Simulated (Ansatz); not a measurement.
Reactions of `CNB(C)C`.

Gas-phase electronic energies from Ansatz, PBE0-D4/def2-TZVP geometries. CBS: MP2 limit from def2 TZ/QZ plus the TZ coupled-cluster correction, frozen cores. This one scheme is used for every species. DFT in def2-TZVPP. B3LYP here is the variant with VWN-RPA as its local correlation; programs differ in this. For Se outer-core shells are correlated without core-valence functions, which leaves a few kJ/mol of doubt a bond. Scalar relativity is left out up to krypton. Each species was taken in one conformer, which may not be the lowest.

```tsv
reaction	B3LYP-D4 (kJ/mol)	r2SCAN-D4 (kJ/mol)	B2PLYP (kJ/mol)
`CNB(C)C` + `S[SiH2][SeH]` → `C[Se][SiH2]S` + `CBNC`	35	39	35
`CNB(C)C` + `N=CF` → `C/N=C\F` + `CBNC`	53	57	52
`CNB(C)C` + `C=C=N` → `C=C=NB(C)C` + CH₃NH₂	16	16	16
`CNB(C)C` + `N[SiH3]` → `CB(C)N[SiH3]` + CH₃NH₂	10	10	11
`CNB(C)C` + H₂S → `CB(C)S` + CH₃NH₂	48	42	47
`CNB(C)C` + `[OH][Al]1[CH2][NH]1` → `C[O][Al]1[CH2][NH]1` + `CB(C)N`	19	22	20
```

(1) Give the CCSD(T)/CBS values in the same order. (An estimate is asked.)

Largest T1 diagnostic: 0.015, for `C=C=N`.

Answers

(1) Ansatz gave: 37, 58, 23, 9, 46, 26 kJ/mol.
